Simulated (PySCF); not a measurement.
Excitation energy of Zn by level of theory

Zn [Ar] 3d10 4s2 (1S) → Zn [Ar] 3d10 4s1 4p1 (3P), as a difference of total energies. Computed with PySCF 2.14 in x2c-TZVPPall (6s5p4d2f1g, 64 functions), with the spin-free X2C one-electron Hamiltonian (Gaussian nucleus). Correlated levels: valence and next inner shell: [Ne] frozen. The calculations carry no spin-orbit coupling.

| method | excitation energy (eV) |
| --- | --- |
| UHF | 3.263 |
| MP2 (valence and next inner shell) | 4.330 |
| SCS-MP2 (valence and next inner shell) | 4.421 |
| CCSD (valence and next inner shell) | 4.362 |
| CCSD(T) (valence and next inner shell) | 4.461 |

Errors of the correlated levels include the incompleteness of this basis and the frozen core.

The basis was made for the ground configuration and has no added diffuse functions, so the excitation energy can come out too high.

Which method comes closest to the reference value, and which is furthest?

The reference is 4.054 eV (measured; NIST levels, between the centres of gravity of the two terms). Closest: MP2 (valence and next inner shell) (error 0.276 eV); furthest: UHF (error -0.791 eV).
